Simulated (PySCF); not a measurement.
## Computed properties of (1Z)-1,2-difluorobuta-1,3-diene (C4H4F2), SMILES C(=C\F)(/C=C)F

(1Z)-1,2-difluorobuta-1,3-diene (C4H4F2), SMILES C=C/C(F)=C/F. Geometry optimised at PBE0-D3(BJ)/def2-SVP. Other conformers were not sampled. All values are computed for the isolated molecule unless a solvent is named; none is compared with measurement here.

**Structure.** The optimised structure has Cs symmetry. All 24 harmonic modes at PBE0-D3(BJ)/def2-SVP (PySCF) are real, so it is a minimum. With heavy atoms numbered as in [CH2:1]=[CH:2]/[C:3]([F:4])=[CH:5]/[F:6], the shortest bond between them is C5–F6 at 1.323 Å and the longest C2–C3 at 1.449 Å.

**Vibrations.** The strongest infrared lines (harmonic, unscaled, degenerate partners summed) lie at 1217 cm⁻¹ (171 km/mol, C 56 %, F 31 %, H 13 %), 1799 cm⁻¹ (76 km/mol, C 93 %), 1396 cm⁻¹ (50 km/mol, H 58 %, C 37 %). The softest mode is at 130 cm⁻¹ and the zero-point energy is 44.4 kcal/mol.

**Electronic structure.** CAM-B3LYP/def2-TZVP (PySCF) places the frontier levels at -8.11 and 0.05 eV, a gap of 8.16 eV, and gives a dipole moment of 2.37 D and a mean polarisability of 53.4 bohr³. PBE/def2-TZVP (PySCF) at the same geometry gives -5.73 and -1.92 eV, so its gap is 4.35 eV narrower. An orbital gap is neither the optical nor the fundamental gap.

**Excitations.** TDDFT-CAM-B3LYP/def2-SVPD (PySCF) has S1 at 5.88 eV (211 nm, f = 0.686, bright); the most intense of the 10 singlets computed lies at 5.88 eV (f = 0.69). T1 (TDA) is at 3.14 eV. TDDFT-PBE/def2-SVPD (PySCF) puts S1 at 5.39 eV. No vertical singlet excitation falls in the visible range (under 3.1 eV).

**NMR.** GIAO shifts at PBE0/pcSseg-1 (PySCF) (non-relativistic, atoms alike by connectivity averaged): ¹³C from 124.2 to 156.4 ppm against TMS; ¹H from 6.0 to 6.8 ppm against TMS; ¹⁹F from -164.6 to -163.7 ppm against CFCl3.
